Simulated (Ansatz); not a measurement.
Molecule: sum formula CrO₂Cl (charge 0, doublet). The spin state was set by rule; other spins were not relaxed. 
Coordinates optimised at B3LYP-D3(BJ)/def2-TZVP (Ansatz, a quantum-chemistry and plane-wave program):
```
Cr
O 1 1.5678
O 1 1.5678 2 115.90
Cl 1 2.1333 2 120.95 3 -163.27
```
Charge 0, spin multiplicity 2.

Quantity: atomisation energy (electronic, to ground-state atoms), in kcal/mol. Valence correlation only, unless marked. UHF or UKS for open shells. No spin-orbit coupling. Frozen are the shells of the preceding noble gas and the d and f shells that filled before the atom's block. No relativistic terms. The coupled-cluster limit lacks core correlation, which all-electron functionals hold. CBS(X,Y): correlation extrapolated as X^-3; Hartree-Fock from the larger set. The bracket is a focal-point correction in the basis named. The program attaches cautions to a run behind RI-MP2/CBS(def2-TZVPP,def2-QZVPP)+[CCSD(T)-MP2]/def2-TZVPP: large difference.

```tsv
level	program	atomisation energy (kcal/mol)
B97M-V/def2-TZVPD	Ansatz	306.5
```

Question: Predict the RI-MP2/CBS(def2-TZVPP,def2-QZVPP)+[CCSD(T)-MP2]/def2-TZVPP result (Ansatz).

Answer: 302.8 kcal/mol
